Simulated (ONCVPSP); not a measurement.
Pb (Z = 82): one change to an ONCV potential, before and after

* Element: Pb
* Generator: ONCVPSP 4.0.1
* Type: optimised norm-conserving Vanderbilt (ONCV)
* Functional: LDA (Perdew-Wang 92)
* Relativity: scalar-relativistic
* Frozen core: [Kr] 4d10 4f14
* Valence charge: 22
* Reference configuration: 5s2 5p6 5d10 6s2 6p1 (charge +1)
* Partial waves: 5s+6s: rc 1.15 bohr, ncon 4, nbas 7, qcut 8.4 1/bohr, 2 projectors; 5p+6p: rc 1.50 bohr, ncon 4, nbas 7, qcut 9.5 1/bohr, 2 projectors; 5d: rc 1.45 bohr, ncon 4, nbas 8, qcut 10.1 1/bohr, 1 projector; f scattering state at 0.08 Ha: rc 1.20 bohr, ncon 4, nbas 7, qcut 10.4 1/bohr, 1 projector
* Local potential: polynomial inside 0.90 bohr (lpopt 2, dvloc0 6 Ha)
* Core correction: polynomial model core, fcfact 0.2

All-electron outer shells of the reference configuration (LDA (PZ), scalar-relativistic, ld1.x):

| shell | level (eV) | outermost node (bohr) | outermost maximum (bohr) |
| --- | --- | --- | --- |
| 4d | -409.73 | 0.19 | 0.39 |
| 5s | -152.20 | 0.45 | 0.78 |
| 4f | -141.04 | – | 0.35 |
| 5p | -93.73 | 0.49 | 0.88 |
| 5d | -29.03 | 0.52 | 1.07 |
| 6s | -19.59 | 1.01 | 1.95 |
| 6p | -10.15 | 1.18 | 2.50 |

Change: s: ncon 3, nbas 6.

Cutoffs: the cutoffs (Ha) at which the residual kinetic energy of the hardest occupied pseudo-wave falls to 1 and 0.1 mHa per electron; they do not see the model core or the augmentation charge, which bear on the density cutoff. Errors are all-electron minus pseudo energies relative to the spin-unpolarised reference configuration.

Q: What does the change do?

A: The potential gets softer (45 Ha and 92 Ha → 33 Ha and 76 Ha); the errors of the 4 common tests hardly move; neither file shows a bound ghost.

```tsv
quantity	base	changed
cutoff, loose	45 Ha	33 Ha
cutoff, tight	92 Ha	76 Ha
loose cutoff by channel	s 45 Ha, p 28 Ha, d 25 Ha	s 33 Ha, p 28 Ha, d 25 Ha
bound ghosts	none	none
GHOST(+) flags under 300 eV	none	none
error for 5s2 5p6 5d10 6s2 6p2, meV [ΔE -6.83 eV]	+2.8	+2.8
error for 5s2 5p6 5d10 6s2 6p0, meV [ΔE 13.76 eV]	-6.5	-6.4
error for 5s2 5p6 5d10 6s1 6p0, meV [ΔE 46.63 eV]	-19	-20
error for 5s2 5p6 5d9 6s2 6p2, meV [ΔE 20.48 eV]	-4.8	-4.9
s: phases at 1.17 bohr within 0.05 rad from the reference energy up to (Ha; the scan ends near 5)	to the end of the scan	to the end of the scan
p: phases at 1.53 bohr within 0.05 rad from the reference energy up to (Ha; the scan ends near 5)	to the end of the scan	to the end of the scan
d: phases at 1.47 bohr within 0.05 rad from the reference energy up to (Ha; the scan ends near 5)	3.2	3.2
f: phases at 1.22 bohr within 0.05 rad from the reference energy up to (Ha; the scan ends near 5)	to the end of the scan	to the end of the scan
rms error of d²Exc/dni dnj with the model core, mHa	0.43	0.28
```
